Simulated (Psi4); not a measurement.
A dimer, CO ··· H3N (SMILES [C-]#[O+] and N), singlet; the first 2 atoms form monomer A.

```
6

C      0.5625     0.0000     0.0000
O     -0.5625     0.0000     0.0000
N      1.1487    -1.0616     1.7674
H      1.7212    -1.8497     1.4869
H      1.7298    -0.4520     2.3313
H      0.4152    -1.4200     2.3680
```

Question: What interaction energy does Psi4 with SAPT0/jun-cc-pVDZ, frozen core give, and which attractive term is the largest?

Answer: Total 10.64 kcal/mol: electrostatics -29.13, exchange 60.09, induction -13.76, dispersion -6.56. The most attractive term is electrostatics.
